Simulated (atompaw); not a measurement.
## Si (Z = 14) PAW (atompaw): all-electron and pseudo phase curves

* Element: silicon (Si)
* Generator: atompaw 4.2.0.5
* Type: PAW
* Functional: PBEsol
* Relativity: scalar-relativistic
* Frozen core: [He]
* Valence charge: 12
* Reference configuration: 2s2 2p6 3s2 3p2
* Partial waves: 2s (bound): rc 0.70 bohr; 3s (bound): rc 1.05 bohr; 2p (bound): rc 0.70 bohr; 3p (bound): rc 0.85 bohr
* Local potential: bessel scheme, radius 0.95 bohr
* Core correction: smooth core density matched at 0.60 bohr
* Augmentation charge: besselshape compensation charge, radius 1.00 bohr; PAW radius 1.05 bohr; waves and projectors: custom rrkj vanderbiltortho

The phase is arctan(r·u′/u) with u = r·R(r), unwrapped; energies in Ry, scanned from -12 to 5 Ry. A pole is an energy at which the radial function vanishes at the test radius. The pseudo phase is shifted by a multiple of π to meet the all-electron one at the reference energy, and phase errors are pseudo minus all-electron; the curves can meet again beyond the range given. Levels narrower than the energy grid can be missing from the lists of poles.

| channel | radius (bohr) | reference energy (Ry) | poles, all-electron | poles, pseudo | unbroken range about the reference energy with phases within 0.05 rad | phase error 1 Ry above the reference energy (rad) |
| --- | --- | --- | --- | --- | --- | --- |
| s | 1.05 | -0.79 | -8.82 | -8.82 | the whole range | +0.000 |
| p | 1.05 | -0.30 | -5.79 | -5.79 | the whole range | +0.000 |

Phases in the s channel:

| E (Ry) | all-electron | pseudo |
| --- | --- | --- |
| -12.00 | 0.701 | 0.703 |
| -11.76 | 0.540 | 0.543 |
| -11.52 | 0.308 | 0.310 |
| -11.28 | -0.013 | -0.011 |
| -11.04 | -0.387 | -0.386 |
| -10.80 | -0.727 | -0.727 |
| -10.56 | -0.982 | -0.982 |
| -10.32 | -1.159 | -1.159 |
| -10.08 | -1.282 | -1.282 |
| -9.84 | -1.371 | -1.371 |
| -9.60 | -1.438 | -1.438 |
| -9.36 | -1.489 | -1.489 |
| -9.12 | -1.530 | -1.530 |
| -8.88 | -1.564 | -1.564 |
| -8.64 | -1.592 | -1.592 |
| -8.40 | -1.616 | -1.616 |
| -8.16 | -1.637 | -1.637 |
| -7.92 | -1.655 | -1.655 |
| -7.68 | -1.671 | -1.671 |
| -7.44 | -1.686 | -1.686 |
| -7.20 | -1.700 | -1.699 |
| -6.96 | -1.712 | -1.712 |
| -6.72 | -1.724 | -1.723 |
| -6.48 | -1.734 | -1.734 |
| -6.24 | -1.745 | -1.744 |
| -6.00 | -1.755 | -1.754 |
| -5.76 | -1.764 | -1.764 |
| -5.52 | -1.773 | -1.773 |
| -5.28 | -1.782 | -1.782 |
| -5.04 | -1.790 | -1.790 |
| -4.80 | -1.799 | -1.799 |
| -4.56 | -1.807 | -1.807 |
| -4.32 | -1.816 | -1.815 |
| -4.08 | -1.824 | -1.824 |
| -3.84 | -1.832 | -1.832 |
| -3.60 | -1.840 | -1.840 |
| -3.36 | -1.849 | -1.849 |
| -3.12 | -1.857 | -1.857 |
| -2.88 | -1.866 | -1.865 |
| -2.64 | -1.874 | -1.874 |
| -2.40 | -1.883 | -1.883 |
| -2.16 | -1.892 | -1.892 |
| -1.92 | -1.902 | -1.902 |
| -1.68 | -1.911 | -1.911 |
| -1.44 | -1.921 | -1.921 |
| -1.20 | -1.931 | -1.931 |
| -0.96 | -1.942 | -1.942 |
| -0.72 | -1.953 | -1.953 |
| -0.48 | -1.965 | -1.965 |
| -0.24 | -1.977 | -1.977 |
| 0.00 | -1.990 | -1.989 |
| 0.24 | -2.003 | -2.003 |
| 0.48 | -2.017 | -2.017 |
| 0.72 | -2.032 | -2.031 |
| 0.96 | -2.047 | -2.047 |
| 1.20 | -2.064 | -2.063 |
| 1.44 | -2.082 | -2.081 |
| 1.68 | -2.100 | -2.100 |
| 1.92 | -2.120 | -2.120 |
| 2.16 | -2.142 | -2.141 |
| 2.40 | -2.165 | -2.164 |
| 2.64 | -2.190 | -2.188 |
| 2.88 | -2.217 | -2.215 |
| 3.12 | -2.246 | -2.243 |
| 3.36 | -2.277 | -2.274 |
| 3.60 | -2.312 | -2.308 |
| 3.84 | -2.349 | -2.344 |
| 4.08 | -2.390 | -2.383 |
| 4.32 | -2.434 | -2.426 |
| 4.56 | -2.482 | -2.473 |
| 4.80 | -2.535 | -2.524 |
